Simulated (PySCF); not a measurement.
C5H4F4O2.
Z-matrix (Å and degrees, GFN2-xTB geometry), rows numbered from 1:
```
O 
C   1  1.1859
C   2  1.5096  1  137.42
O   3  1.4354  2   90.07  1   178.89
C   4  1.4270  3   93.75  2    -0.82
C   5  1.5336  2  120.85  1    65.06
F   6  1.3646  5  110.64  2  -107.34
C   6  1.5378  5  113.60  2    14.02
F   8  1.3280  6  112.98  5   -71.97
F   8  1.3354  6  111.27  5   167.07
F   8  1.3417  6  110.76  5    48.56
H   3  1.0926  2  115.40  1   -66.21
H   3  1.0925  2  115.19  1    63.69
H   5  1.0986  2  113.30  1   -64.79
H   6  1.0997  5  108.55  2   134.41
```

NICS = −σ at a ghost point: NICS(0) at the centroid of the ring atoms, NICS(1) 1 Å to either side along the normal of their mean plane, zz for the tensor component along that normal. Level: GIAO PBE0/pcSseg-1 (PySCF, non-relativistic, gas phase) on the GFN2-xTB geometry, one conformer.

Ring bond lengths (Å), with Mayer bond orders in brackets: C2–C3 1.510 (0.96), C3–O4 1.435 (0.92), O4–C5 1.427 (0.92), C5–C2 1.533 (0.90).

Q: Give the NICS values of each ring in ppm.

A: 
```tsv
ring	type	NICS(0)	NICS(1), two faces	NICS(1)zz, two faces	rms pucker (Å)	centre to ring atoms, mean (Å)
C2–C3–O4–C5	4-membered ring with O; formal bonds all single	5.5	0.4 / 0.2	-0.8 / -3.2	0.01	1.04
```

Q: What do they say, and how far can they be read as aromaticity?

A: 
- C2–C3–O4–C5: mean NICS(1)zz -2.0 ppm, near zero. C3, C5 have four or more neighbours, and the NICS criterion for π rings isn't applied. NICS(0) lies 5 ppm above the mean NICS(1).

Q: What are the shieldings of the ring atoms and their hydrogens in the same run (means over atoms taken as equivalent)?

A: 
```csv
atoms,environment,σ isotropic (ppm),"principal values of the symmetric part, first atom (ppm)"
C2,ketone carbonyl carbon,-17.3,"-108.4, -31.5, 87.9"
C3,sp3 carbon bound to oxygen,92.9,"43.6, 93.0, 142.2"
O4,cyclic ether oxygen,319.8,"270.4, 303.1, 385.8"
C5,sp3 carbon bound to oxygen,82.7,"41.3, 79.8, 127.2"
H12,methylene hydrogen,26.11,"23.2, 24.1, 31.1"
H13,methylene hydrogen,26.25,"22.8, 25.0, 30.9"
H14,methine hydrogen,25.96,"22.8, 26.1, 29.0"
```
